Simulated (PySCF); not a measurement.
Method: r2SCAN-D4/def2-TZVP (PySCF). Gas-phase values, no solvent. Excitations are Tamm–Dancoff values on a coarser integration grid. The basis has no diffuse functions, so Rydberg states are missing or too high.

Reference species (SMILES): `[F][Ga]([F])[F]` (neutral, multiplicity 1).

```json
{
  "S1 oscillator strength": "0.000",
  "S1–T1 gap (TDA)": "0.37 eV",
  "HOMO": "-10.16 eV",
  "S1 excitation (TDA)": "7.17 eV"
}
```

After one change: the S1 oscillator strength hardly moves; the S1–T1 gap (TDA) goes up by 0.27 eV; the HOMO rises by 3.64 eV; the S1 excitation (TDA) falls by 3.77 eV.

**Question.** Which change was made? The new species is one of these.
A) `[SiH3][Ga]([SiH3])[SiH3]`
B) `[F][Ga]([SiH3])[SiH3]`
C) `[F][Ga]([F])[SiH3]`

**Answer.** A, `[SiH3][Ga]([SiH3])[SiH3]`
